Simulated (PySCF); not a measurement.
# Electron correlation in P⁺ (phosphorus, charge +1)

[Ne] 3s2 3p2, high-spin 3P determinant. Calculation: PySCF 2.14, in x2c-QZVPPall with one added diffuse shell each of s, p, d, f type (10s7p5d3f1g, 86 functions); scalar relativity by spin-free X2C-1e. Frozen: 1s2; 12 electrons correlated.

MP2 pair energies summed by pair of shells (mhartree):

```tsv
pair	energy	share (%)
2p-2p	-115.42	45.2
3s-3p	-42.02	16.5
2s-2p	-32.70	12.8
2p-3s	-18.54	7.3
3s-3s	-18.35	7.2
2p-3p	-11.45	4.5
3p-3p	-6.76	2.6
2s-2s	-5.96	2.3
2s-3s	-2.15	0.8
2s-3p	-1.90	0.7
```

Total MP2 correlation energy: -255.26 mhartree.

Same-spin part -68.47 and opposite-spin part -186.79 mhartree; SCS-MP2 scales them by 1/3 and 6/5 to -246.97 mhartree.

This basis was not built for core-valence correlation, so the inner-shell part is incomplete.
